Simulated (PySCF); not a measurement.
C2H8AlBrS.
Atom-mapped SMILES: `[CH3:1][S+:2]([CH3:3])[AlH2-:4][Br:5]` (hydrogens: H6, H7, H8 on C1; H9, H10, H11 on C3; H12, H13 on Al4)

Level of theory: PySCF, PBE0-D3(BJ)/def2-SVP geometry optimisation, gas phase.

Task: List the bond lengths, angles and torsions at this level.

Result: 
| bond | length (Å) | order |
| --- | --- | --- |
| C1–S2, S2–C3 | 1.805 | single |
| S2–Al4 | 2.452 | single |
| Al4–Br5 | 2.307 | single |
| C1–H6 and 5 like bonds | 1.099 | single |
| Al4–H12, Al4–H13 | 1.594 | single |

Bonds in one row agree within 0.01 Å and their mean is given. Orders are formal, as drawn. A selection of angles:
| angle | degrees |
| --- | --- |
| S2–C1–H6 | 109.7 |
| S2–C1–H7 | 106.9 |
| H6–C1–H7 | 109.4 |
| H6–C1–H8 | 110.8 |
| C1–S2–C3 | 101.3 |
| C1–S2–Al4 | 100.6 |
| C3–S2–Al4 | 99.9 |
| S2–C3–H11 | 106.2 |
| S2–Al4–Br5 | 96.7 |
| S2–Al4–H12 | 101.6 |
| S2–Al4–H13 | 97.8 |
| Br5–Al4–H12 | 117.0 |
| Br5–Al4–H13 | 114.8 |
| H12–Al4–H13 | 121.4 |

Dihedral angles: C1–S2–Al4–Br5 -166° (antiperiplanar). The mirror-image conformer, all signs reversed, is as good.

S2 (sulfur bonded to Al and 2 C) is pyramidal (angles 101.3°, 100.6° and 99.9°, sum 301.8°, 0.90 Å off the plane of its three neighbours). Al4 (aluminium bonded to Br, S and 2 H) has angles from 96.7° to 121.4°. Of the pairs four or more bonds apart, Br5···H11 is among the closest relative to their van der Waals radii: 3.11 Å, 102 % of the sum of Bondi's values.

Point group: C1 (no symmetry element, even within 0.4 Å). No frequency check. The numbers are those of one conformer.
